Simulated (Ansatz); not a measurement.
Ansatz (a program for electronic structure) input for Ge(H)3(iBu) (C4H12Ge), SMILES CC(C)[CH2][GeH3], B3LYP-D3(BJ)/def2-SVP. 

Ansatz 0.2 input:
```yaml
crystal:
  periodic: [false, false, false]
  atoms:
    - {symbol: Ge, position_ang: [1.18881594, 0.57224863, -0.06012679]}
    - {symbol: C, position_ang: [-0.13813370, -0.41091160, 1.02539043]}
    - {symbol: C, position_ang: [-1.46883081, -0.75450560, 0.35822021]}
    - {symbol: C, position_ang: [-1.27914032, -1.79746521, -0.73721779]}
    - {symbol: C, position_ang: [-2.13289320, 0.49391266, -0.20885681]}
    - {symbol: H, position_ang: [2.49073679, 0.60764575, 0.67834914]}
    - {symbol: H, position_ang: [1.47835260, -0.03847610, -1.39484006]}
    - {symbol: H, position_ang: [0.80513001, 1.99760746, -0.30503037]}
    - {symbol: H, position_ang: [-0.32957948, 0.19722921, 1.91390570]}
    - {symbol: H, position_ang: [0.33377082, -1.33116443, 1.37850193]}
    - {symbol: H, position_ang: [-2.12927584, -1.18083424, 1.12549198]}
    - {symbol: H, position_ang: [-0.63849130, -1.40181160, -1.52393926]}
    - {symbol: H, position_ang: [-2.23639717, -2.06827763, -1.17765199]}
    - {symbol: H, position_ang: [-0.81843937, -2.69777259, -0.33586424]}
    - {symbol: H, position_ang: [-1.52975592, 0.89567261, -1.02365446]}
    - {symbol: H, position_ang: [-2.23091663, 1.25905383, 0.55895255]}
    - {symbol: H, position_ang: [-3.12325669, 0.26299021, -0.59538010]}
basis:
  gaussian:
    orbitals: def2-SVP
hamiltonian:
  xc: b3lyp
  dispersion: d3bj
relax: {f_tol: 0.002, max_steps: 200}
```

Program output:

```
WARN ansatz: RAYON_NUM_THREADS=1 ignored (pool sized by the plan → 1); use --threads N
Functional definition: B3LYP
integrals: 0.15 GiB planned
1668 factors; integrals over basis functions are off by at most 2.7e-4 eV
mean field: 0.84 GiB planned
mean field evaluation 1: about -60842.4028 eV, gradient 6.6e1 eV
mean field evaluation 2: about -60834.0097 eV, gradient 8.6e1 eV
mean field evaluation 4: about -60853.1884 eV, gradient 3.7e0 eV
mean field evaluation 8: about -60853.2377 eV, gradient 1.6e-1 eV
mean field evaluation 16: about -60853.2378 eV, gradient 1.4e-5 eV
mean field -60853.23777771 eV, -2236.3152405247 hartree, gradient 1.4e-5 eV, S^2 0.000000; 0 other end points of the search recorded, 0 dependent functions left out
the calculation of the forces begins
reference -60853.23805432 eV, -2236.3152506900 hartree; 34, 34 occupied and 114, 114 virtual orbitals, 1668 factors
relax step   1: F+E_penalty+E_count = -60853.91499220 eV  Δ(F+E_penalty+E_count) = +0.000e0 eV  max|allowed force component| = 8.242e-1 eV/Å  Δτ_max = 0.0000 Å  (25 SCF iters, accepted)
these checks for a lower state are left out or cut short: starts, cluster_reference, orbital_swaps, neighbouring_geometries, increment
integrals: 0.15 GiB planned
1668 factors; integrals over basis functions are off by at most 3.0e-4 eV
mean field: 0.84 GiB planned
mean field -60853.36266965 eV, -2236.3198302188 hartree, gradient 5.9e-5 eV, S^2 0.000000; 0 other end points of the search recorded, 0 dependent functions left out
the calculation of the forces begins
reference -60853.36294862 eV, -2236.3198404709 hartree; 34, 34 occupied and 114, 114 virtual orbitals, 1668 factors
relax step   2: F+E_penalty+E_count = -60854.02784546 eV  Δ(F+E_penalty+E_count) = -1.129e-1 eV  max|allowed force component| = 1.785e-1 eV/Å  Δτ_max = 0.1095 Å  (23 SCF iters, accepted)
these checks for a lower state are left out or cut short: starts, cluster_reference, orbital_swaps, neighbouring_geometries, increment
integrals: 0.15 GiB planned
1668 factors; integrals over basis functions are off by at most 3.1e-4 eV
mean field: 0.84 GiB planned
mean field -60853.36911019 eV, -2236.3200669043 hartree, gradient 5.3e-5 eV, S^2 0.000000; 0 other end points of the search recorded, 0 dependent functions left out
the calculation of the forces begins
reference -60853.36938974 eV, -2236.3200771776 hartree; 34, 34 occupied and 114, 114 virtual orbitals, 1668 factors
relax step   3: F+E_penalty+E_count = -60854.03410972 eV  Δ(F+E_penalty+E_count) = -6.264e-3 eV  max|allowed force component| = 2.894e-2 eV/Å  Δτ_max = 0.0215 Å  (25 SCF iters, accepted)
these checks for a lower state are left out or cut short: starts, cluster_reference, orbital_swaps, neighbouring_geometries, increment
integrals: 0.15 GiB planned
1668 factors; integrals over basis functions are off by at most 3.1e-4 eV
mean field: 0.84 GiB planned
mean field evaluation 32: about -60853.3700 eV, gradient 9.3e-6 eV
mean field -60853.37004737 eV, -2236.3201013452 hartree, gradient 9.3e-6 eV, S^2 0.000000; 0 other end points of the search recorded, 0 dependent functions left out
the calculation of the forces begins
reference -60853.37032700 eV, -2236.3201116214 hartree; 34, 34 occupied and 114, 114 virtual orbitals, 1668 factors
relax step   4: F+E_penalty+E_count = -60854.03435972 eV  Δ(F+E_penalty+E_count) = -2.500e-4 eV  max|allowed force component| = 2.131e-2 eV/Å  Δτ_max = 0.0069 Å  (22 SCF iters, accepted)
these checks for a lower state are left out or cut short: starts, cluster_reference, orbital_swaps, neighbouring_geometries, increment
integrals: 0.15 GiB planned
1668 factors; integrals over basis functions are off by at most 3.0e-4 eV
mean field: 0.84 GiB planned
mean field -60853.37038977 eV, -2236.3201139280 hartree, gradient 5.3e-5 eV, S^2 0.000000; 0 other end points of the search recorded, 0 dependent functions left out
the calculation of the forces begins
reference -60853.37066940 eV, -2236.3201242044 hartree; 34, 34 occupied and 114, 114 virtual orbitals, 1668 factors
relax step   5: F+E_penalty+E_count = -60854.03465360 eV  Δ(F+E_penalty+E_count) = -2.939e-4 eV  max|allowed force component| = 3.522e-3 eV/Å  Δτ_max = 0.0257 Å  (25 SCF iters, accepted)
these checks for a lower state are left out or cut short: starts, cluster_reference, orbital_swaps, neighbouring_geometries, increment
integrals: 0.15 GiB planned
1668 factors; integrals over basis functions are off by at most 2.9e-4 eV
[...]
these checks for a lower state are left out or cut short: starts, cluster_reference, orbital_swaps, neighbouring_geometries, increment
integrals: 0.15 GiB planned
1668 factors; integrals over basis functions are off by at most 2.7e-4 eV
mean field: 0.84 GiB planned
mean field evaluation 64: about -60853.3538 eV, gradient 4.6e-1 eV
mean field -60853.37239885 eV, -2236.3201877605 hartree, gradient 1.1e-5 eV, S^2 0.000000; 0 other end points of the search recorded, 0 dependent functions left out
the calculation of the forces begins
reference -60853.37267874 eV, -2236.3201980462 hartree; 34, 34 occupied and 114, 114 virtual orbitals, 1668 factors
relax step  11: F+E_penalty+E_count = -60854.03580643 eV  Δ(F+E_penalty+E_count) = -7.280e-5 eV  max|allowed force component| = 1.058e-2 eV/Å  Δτ_max = 0.0184 Å  (22 SCF iters, accepted)
these checks for a lower state are left out or cut short: starts, cluster_reference, orbital_swaps, neighbouring_geometries, increment
integrals: 0.15 GiB planned
1668 factors; integrals over basis functions are off by at most 2.7e-4 eV
mean field: 0.84 GiB planned
mean field -60853.37247890 eV, -2236.3201907021 hartree, gradient 1.6e-5 eV, S^2 0.000000; 0 other end points of the search recorded, 0 dependent functions left out
the calculation of the forces begins
reference -60853.37275881 eV, -2236.3202009888 hartree; 34, 34 occupied and 114, 114 virtual orbitals, 1668 factors
relax step  12: F+E_penalty+E_count = -60854.03583622 eV  Δ(F+E_penalty+E_count) = -2.979e-5 eV  max|allowed force component| = 8.258e-3 eV/Å  Δτ_max = 0.0193 Å  (22 SCF iters, accepted)
these checks for a lower state are left out or cut short: starts, cluster_reference, orbital_swaps, neighbouring_geometries, increment
integrals: 0.15 GiB planned
1668 factors; integrals over basis functions are off by at most 2.7e-4 eV
mean field: 0.84 GiB planned
mean field -60853.37253388 eV, -2236.3201927229 hartree, gradient 8.7e-6 eV, S^2 0.000000; 0 other end points of the search recorded, 0 dependent functions left out
the calculation of the forces begins
reference -60853.37281381 eV, -2236.3202030101 hartree; 34, 34 occupied and 114, 114 virtual orbitals, 1668 factors
relax step  13: F+E_penalty+E_count = -60854.03585408 eV  Δ(F+E_penalty+E_count) = -1.786e-5 eV  max|allowed force component| = 3.438e-3 eV/Å  Δτ_max = 0.0238 Å  (22 SCF iters, accepted)
these checks for a lower state are left out or cut short: starts, cluster_reference, orbital_swaps, neighbouring_geometries, increment
integrals: 0.15 GiB planned
1668 factors; integrals over basis functions are off by at most 2.7e-4 eV
mean field: 0.84 GiB planned
mean field -60853.37254394 eV, -2236.3201930925 hartree, gradient 1.1e-5 eV, S^2 0.000000; 0 other end points of the search recorded, 0 dependent functions left out
the calculation of the forces begins
reference -60853.37282389 eV, -2236.3202033805 hartree; 34, 34 occupied and 114, 114 virtual orbitals, 1668 factors
relax step  14: F+E_penalty+E_count = -60854.03586137 eV  Δ(F+E_penalty+E_count) = -7.293e-6 eV  max|allowed force component| = 3.336e-3 eV/Å  Δτ_max = 0.0161 Å  (22 SCF iters, accepted)
these checks for a lower state are left out or cut short: starts, cluster_reference, orbital_swaps, neighbouring_geometries, increment
integrals: 0.15 GiB planned
1668 factors; integrals over basis functions are off by at most 2.7e-4 eV
mean field: 0.84 GiB planned
mean field -60853.37249444 eV, -2236.3201912735 hartree, gradient 2.2e-5 eV, S^2 0.000000; 0 other end points of the search recorded, 0 dependent functions left out
the calculation of the forces begins
reference -60853.37277439 eV, -2236.3202015613 hartree; 34, 34 occupied and 114, 114 virtual orbitals, 1668 factors
relax step  15: F+E_penalty+E_count = -60854.03586621 eV  Δ(F+E_penalty+E_count) = -4.834e-6 eV  max|allowed force component| = 3.622e-3 eV/Å  Δτ_max = 0.0127 Å  (20 SCF iters, accepted)
these checks for a lower state are left out or cut short: starts, cluster_reference, orbital_swaps, neighbouring_geometries, increment
integrals: 0.15 GiB planned
1668 factors; integrals over basis functions are off by at most 2.7e-4 eV
mean field: 0.84 GiB planned
mean field evaluation 96: about -60853.3725 eV, gradient 6.7e-5 eV
mean field -60853.37250302 eV, -2236.3201915888 hartree, gradient 7.1e-5 eV, S^2 0.000000; 0 other end points of the search recorded, 0 dependent functions left out
the calculation of the forces begins
reference -60853.37278297 eV, -2236.3202018765 hartree; 34, 34 occupied and 114, 114 virtual orbitals, 1668 factors
relax step  16: F+E_penalty+E_count = -60854.03586894 eV  Δ(F+E_penalty+E_count) = -2.734e-6 eV  max|allowed force component| = 2.496e-3 eV/Å  Δτ_max = 0.0046 Å  (17 SCF iters, accepted)
these checks for a lower state are left out or cut short: starts, cluster_reference, orbital_swaps, neighbouring_geometries, increment
integrals: 0.15 GiB planned
1668 factors; integrals over basis functions are off by at most 2.7e-4 eV
mean field: 0.84 GiB planned
mean field -60853.37251734 eV, -2236.3201921148 hartree, gradient 2.1e-5 eV, S^2 0.000000; 0 other end points of the search recorded, 0 dependent functions left out
the calculation of the forces begins
reference -60853.37279728 eV, -2236.3202024024 hartree; 34, 34 occupied and 114, 114 virtual orbitals, 1668 factors
relax step  17: F+E_penalty+E_count = -60854.03586965 eV  Δ(F+E_penalty+E_count) = -7.127e-7 eV  max|allowed force component| = 1.274e-3 eV/Å  Δτ_max = 0.0013 Å  (17 SCF iters, accepted)
integrals: 0.15 GiB planned
1668 factors; integrals over basis functions are off by at most 2.7e-4 eV
mean field: 0.84 GiB planned
mean field -60853.37251734 eV, -2236.3201921148 hartree, gradient 2.1e-5 eV, S^2 0.000000; 1 other end points of the search recorded, 0 dependent functions left out
the calculation of the forces begins
reference -60853.37279728 eV, -2236.3202024024 hartree; 34, 34 occupied and 114, 114 virtual orbitals, 1668 factors
Total energy: -60854.03614959 eV, -2236.3445801503 hartree
Atom 0 at     1.271842     0.508271    -0.059566 Å, force    -0.001274    -0.001064    -0.000686 eV/Å
Atom 1 at    -0.123090    -0.389228     1.022774 Å, force     0.000876     0.000466     0.000799 eV/Å
Atom 2 at    -1.457313    -0.739978     0.337906 Å, force    -0.000645    -0.000017    -0.001096 eV/Å
Atom 3 at    -1.278695    -1.747335    -0.802599 Å, force     0.000228     0.000427     0.000527 eV/Å
Atom 4 at    -2.212529     0.505470    -0.137428 Å, force     0.000644    -0.000339     0.000505 eV/Å
Atom 5 at     2.499255     0.749870     0.847075 Å, force     0.000361     0.000332     0.000265 eV/Å
Atom 6 at     1.720762    -0.356672    -1.257025 Å, force     0.000596    -0.000401    -0.000315 eV/Å
Atom 7 at     0.795994     1.874027    -0.599822 Å, force     0.000019     0.000637     0.000446 eV/Å
Atom 8 at    -0.306213     0.269088     1.888910 Å, force    -0.000286    -0.000079     0.000021 eV/Å
Atom 9 at     0.345442    -1.303632     1.424601 Å, force     0.000016     0.000037    -0.000068 eV/Å
Atom 10 at    -2.084143    -1.227309     1.108517 Å, force     0.000232     0.000063     0.000102 eV/Å
Atom 11 at    -0.702165    -1.312582    -1.635874 Å, force    -0.000211    -0.000171     0.000174 eV/Å
Atom 12 at    -2.253748    -2.064174    -1.205909 Å, force     0.000004    -0.000163    -0.000131 eV/Å
Atom 13 at    -0.744018    -2.649447    -0.463876 Å, force    -0.000114     0.000203    -0.000213 eV/Å
Atom 14 at    -1.669260     1.020076    -0.947225 Å, force    -0.000088     0.000007     0.000110 eV/Å
Atom 15 at    -2.351879     1.229641     0.681458 Å, force    -0.000026    -0.000004    -0.000265 eV/Å
Atom 16 at    -3.208547     0.239056    -0.525667 Å, force    -0.000333     0.000066    -0.000175 eV/Å
Dipole moment:    -0.152499    -0.088820     0.087019 e Å
```

The run converged.

Cost: around 2.4 core-minutes (rough).
